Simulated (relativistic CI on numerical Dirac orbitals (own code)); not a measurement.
# One change at a time: Dy⁵⁴⁺

Base calculation: Dirac-Coulomb-Breit CI, KLI orbitals optimised for each configuration, model QED (radiative potential, 1s self-energy scaled to tabulated hydrogen-like ionisation energies), unscaled Slater integrals.

Configurations in the expansion (outside the closed core [Ne]): 3s2, 3s 3p, 3p2, 3s 3d, 3d2, 3p 3d, 3p 4s, 3d 4s, 3s 4s, 3s 4p, 3s 4d, 3s 4f, 3s 5s, 3s 5p, 3s 5d, 4s2. Levels of other configurations are missing.

Variants: (1) Breit term removed. Shifts of the energy above 3s2 1S_0, in eV, for the lowest level and the first level of each name with at least 55 % of one term (blank where a level changes its place among those of its configuration and J or its character, or is not in the variant):

```tsv
Level	Base	Δ(1)
3s2 1S_0	0.00	0.00
3s 3p 3P°_0	116.40	-2.80
3s 3p 3P°_1	129.52	-2.53
3p2 3P_0	279.79	-5.59
3s 3p 3P°_2	331.52	+0.03
3s 3p 1P°_1	364.69	-0.11
3p2 1D_2	481.36	-2.07
3p2 3P_1	482.71	-2.95
3s 3d 3D_1	517.68	+0.88
3s 3d 3D_2	527.04	+0.94
3s 3d 3D_3	566.49	+2.70
3s 3d 1D_2	582.14	+2.12
3p 3d 3F°_2	643.49	-1.65
3p2 3P_2	705.63	-0.09
3p 3d 3F°_3	710.43	+0.09
3p2 1S_0	721.50	-0.52
3p 3d 3P°_0	878.69	+0.30
3p 3d 3P°_1	879.28	+0.75
3p 3d 3F°_4	908.16	+2.67
3p 3d 1P°_1	947.79	+1.93
3d2 3F_2	1046.71	+1.83
3d2 3P_0	1069.56	+1.17
```

At this charge energies of transitions that change n are usually good to better than 1 %, and those within a shell (Δn = 0) to a few per cent.

Ionisation energy from the two ground configurations alone: base 5296.07 eV; Breit term removed 5300.22 eV. The NIST ASD value (theoretical) is 5296 eV.

LS names give the leading component of a level, which can be under half, so a name can repeat, a term be missing and a line seem to break the LS rules.
